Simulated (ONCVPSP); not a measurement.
C (Z = 6), ONCV: configuration errors across variants

| Quantity | Value |
| --- | --- |
| Element | carbon (C) |
| Generator | ONCVPSP 4.0.1 |
| Type | optimised norm-conserving Vanderbilt (ONCV) |
| Functional | PW91 |
| Relativity | scalar-relativistic |
| Frozen core | [He] |
| Valence charge | 4 |
| Reference configuration | 2s2 (charge +2) |
| Partial waves | 2s: rc 0.80 bohr, ncon 3, nbas 6, qcut 7 1/bohr, 2 projectors, debl 1 Ha; p scattering state at 0.06 Ha: rc 0.80 bohr, ncon 4, nbas 7, qcut 11.9 1/bohr, 2 projectors, debl 1.7 Ha; d scattering state at 0.03 Ha: rc 0.60 bohr, ncon 3, nbas 8, qcut 19.2 1/bohr, 2 projectors, debl 1.9 Ha |
| Local potential | polynomial inside 0.40 bohr (lpopt 3, dvloc0 0 Ha) |
| Core correction | Teter function, fcfact 1.75, rcfact 1.3 |

In the s channel the program set the typed energies aside and used -1.486, 0.250 Ha. In the p channel the program set the typed energies aside and used 0.050, 1.750 Ha.

All-electron excitation energies from the reference (eV): (1) 2s2 2p2 -35.160; (2) 2s2 2p1 -24.232; (3) 2s1 48.257; (4) 2s2 2p1.5 -31.166.

A true bound ghost makes a file unfit for plane-wave use even where its test errors are small: the radial tests pick states by their node count and pass the ghost by.

Errors AE − PS in meV (a dash: test not solved or not reliable):

```csv
change,(1),(2),(3),(4),bound ghosts,GHOST(+) flags above zero
base,+74,+40,+40,+61,s,s
s: qcut 4.7; p: qcut 8; d: qcut 13,+99,+53,+38,+81,s,"s, p"
s: qcut 5.4; p: qcut 9.2; d: qcut 14.9,+88,+47,+39,+72,s,"s, p"
s: qcut 6.1; p: qcut 10.4; d: qcut 16.8,+80,+43,+40,+66,s,s
s: qcut 6.7; p: qcut 11.4; d: qcut 18.4,+75,+41,+40,+62,s,s
s: qcut 7.2; p: qcut 12.3; d: qcut 19.8,+73,+40,+40,+60,s,s
s: qcut 8.6; p: qcut 14.7; d: qcut 23.7,+64,+35,+38,+53,s,none
s: qcut 9.6; p: qcut 16.3; d: qcut 26.4,+63,+35,+37,+53,s,none
s: qcut 10.1; p: qcut 17.1; d: qcut 27.6,+63,+35,+37,+53,s,none
```

Problem. Give the same row for: s: qcut 8.2; p: qcut 13.9; d: qcut 22.4.

Solution. +64, +36, +38, +54; bound ghosts: s; GHOST(+) flags above zero: none.
